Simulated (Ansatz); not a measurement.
Geometry optimisation, RKS PBE/def2-SVP (Ansatz 0.2.0).

Input:

```yaml
crystal:
  periodic: [false, false, false]
  atoms:
    - { symbol: Ta, position_ang: [-0.105832, -0.132055, 0.147087] }
    - { symbol: O, position_ang: [1.859725, -0.447009, 0.29017] }
    - { symbol: H, position_ang: [2.237402, -0.811996, 1.109665] }
    - { symbol: O, position_ang: [-0.253634, -0.583062, 2.022925] }
    - { symbol: H, position_ang: [0.002943, -0.747566, 2.939576] }
    - { symbol: F, position_ang: [0.337751, 0.548547, -1.568221] }
    - { symbol: O, position_ang: [-1.349031, 1.330686, 0.396613] }
    - { symbol: H, position_ang: [-1.6921, 1.686199, 1.233115] }
    - { symbol: O, position_ang: [-1.004806, -1.678969, -0.509193] }
    - { symbol: H, position_ang: [-1.680933, -2.201407, -0.038638] }
    - { symbol: "N", position_ang: [1.665395, 2.559627, 1.100701] }
    - { symbol: H, position_ang: [1.186683, 2.291804, 1.969853] }
    - { symbol: H, position_ang: [0.953501, 2.87775, 0.431802] }
    - { symbol: H, position_ang: [2.122637, 1.707952, 0.708644] }
basis:
  gaussian: { orbitals: def2-SVP }
hamiltonian:
  xc: pbe
relax:
  f_tol: 0.03
  max_steps: 50
```

Launched with:

```bash
$ ansatz run input.yaml --threads 4 --pin off --max-ram 5120MiB --backend cpu --events-out ev --progress --plain --runs-dir out
```

Problem. Where does it end, and by what steps?

Solution. The run converged. After 24 steps the energy has fallen by 0.054 eV; H12 moved furthest, 0.99 Å.

```
step  energy less start (eV)  largest force component (eV/Å)  accepted
   0                  0.0000                           0.625       yes
   1                 -0.0184                           0.211       yes
   2                 -0.0199                           0.128       yes
   3                 -0.0217                           0.129       yes
   4                 -0.0225                           0.114       yes
   5                 -0.0244                           0.134       yes
   6                 -0.0256                           0.108       yes
   7                 -0.0272                           0.175       yes
   8                 -0.0283                           0.185       yes
   9                 -0.0298                           0.209       yes
  10                 -0.0316                           0.189       yes
  11                 -0.0335                           0.257       yes
  12                 -0.0360                           0.252       yes
  13                 -0.0388                           0.231       yes
  14                 -0.0422                           0.213       yes
  15                 -0.0449                           0.268       yes
  16                 -0.0481                           0.188       yes
  17                 -0.0481                           0.092       yes
  18                 -0.0504                           0.184       yes
  19                 -0.0523                           0.091       yes
  20                 -0.0532                           0.044       yes
  21                 -0.0538                           0.065       yes
  22                 -0.0541                           0.070       yes
  23                 -0.0542                           0.048       yes
  24                 -0.0544                           0.012       yes
```

```xyz
14
Properties=species:S:1:pos:R:3
Ta -0.147 -0.190 0.282
O 1.766 -0.417 0.504
H 2.159 -0.907 1.248
O -0.442 -1.047 1.984
H -0.503 -1.343 2.902
F 0.204 0.742 -1.338
O -1.149 1.355 0.891
H -1.610 1.380 1.747
O -1.106 -1.562 -0.655
H -1.517 -2.340 -0.241
N 1.819 2.931 0.826
H 0.874 2.872 1.229
H 1.664 2.895 -0.191
H 2.268 2.031 1.045
```

Whether the end is a true minimum wasn't checked by a vibrational analysis.

Run time: 23 s on 4 threads of AMD EPYC 9R45 96-Core Processor (Zen 5), on a shared host, peak memory 0.24 GiB.
